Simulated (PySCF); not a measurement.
Mapped SMILES: `[CH2:1]=[CH:2][C@@H:3]1[CH:4]=[C:5]([N:6]([SiH3:7])[SiH3:8])[C@@H:9]1[F:10]`. Hydrogens are named by the atom that carries them. Ha(C1) is cis to C3; Hb(C1) is trans to C3.

[PySCF: shielding tensors at PBE0/pcSseg-1 (GIAO); structure optimised with GFN2-xTB; averaged over atoms made equivalent by symmetry, fast rotation or ring inversion; in vacuum; no relativistic terms; one computed conformer]

List the cross peaks expected in HSQC, COSY and HMBC spectra.

## Answers



HSQC (one-bond C–H):
```tsv
δH	δC
6.43 (H(C2))	146.1 (C2)
5.83 (Ha(C1))	124.9 (C1)
5.68 (H(C9))	92.6 (C9)
5.64 (Hb(C1))	124.9 (C1)
5.15 (H(C4))	109.4 (C4)
3.59 (H(C3))	48.0 (C3)
```

COSY cross peaks (H two or three bonds apart, from the bond graph; peaks can be absent where the dihedral angle is near 90°):
```tsv
δH	δH
6.43 (H(C2))	5.83 (Ha(C1))
6.43 (H(C2))	5.64 (Hb(C1))
6.43 (H(C2))	3.59 (H(C3))
5.83 (Ha(C1))	5.64 (Hb(C1))
5.68 (H(C9))	3.59 (H(C3))
5.15 (H(C4))	3.59 (H(C3))
```

HMBC (two and three bonds, from the bond graph):
```tsv
δH	δC
6.43 (H(C2))	124.9 (C1), 109.4 (C4), 92.6 (C9), 48.0 (C3)
5.83 (Ha(C1))	146.1 (C2), 48.0 (C3)
5.68 (H(C9))	156.4 (C5), 146.1 (C2), 109.4 (C4), 48.0 (C3)
5.64 (Hb(C1))	146.1 (C2), 48.0 (C3)
5.15 (H(C4))	156.4 (C5), 146.1 (C2), 92.6 (C9), 48.0 (C3)
4.79 (H(Si7)/H(Si8))	156.4 (C5)
3.59 (H(C3))	156.4 (C5), 146.1 (C2), 124.9 (C1), 109.4 (C4), 92.6 (C9)
```

References, each an isolated molecule treated in the same way: ¹H and ¹³C against TMS.

Short H···H contacts in this conformer between protons four or more bonds apart (candidates for NOE cross peaks, intensity ∝ r⁻⁶): H(Si8)···H(C9) 2.68 Å, Ha(C1)···H(C4) 2.72 Å.

Shifts are as computed. Against solution values, carbons near 30 ppm lie about +3 ppm off and those near 130 ppm about +5 ppm. Of 1309 compounds with measured shifts, 239 miss one by over three times the rms of a fit or turn the order of signals round; such compounds aren't used in these exercises.
